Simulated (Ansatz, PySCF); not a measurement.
Sb(F)2(OMe) (CH3F2OSb), SMILES [Sb]([F])([F])[O]C.

Geometry optimised at B3LYP-D3(BJ)/def2-SVP. The def2 effective core potentials stand for the cores of Sb; spin–orbit coupling is left out. One conformer was computed; it need not be the lowest.

Vertical ionisation energy (IE) and electron affinity (EA) in eV. Rows of orbital energies are one-electron estimates. Where ΔSCF, EOM or ADC give a negative EA the extra electron is unbound and the value depends on the basis.

```csv
level,IE,EA
"−ε(HOMO), −ε(LUMO), ωB97X/def2-TZVP (PySCF)",10.98,-0.46
"−ε(HOMO), −ε(LUMO), PBE/def2-TZVP (PySCF)",6.91,2.25
"ΔSCF, CAM-B3LYP/def2-SVPD (Ansatz), final states of multiplicity 2 and 2",10.91,-0.15
"ΔSCF, PBE/def2-SVPD (Ansatz), final states of multiplicity 2 and 2",10.50,-0.26
```

Q: What vertical singlet–triplet gap does ΔSCF give with CAM-B3LYP/def2-SVPD (Ansatz, a program for electronic structure) and with PBE/def2-SVPD (Ansatz)? (Estimate from the structure and the level; the computed values follow.)

A: 5.50 and 5.07 eV (triplet above singlet where positive).
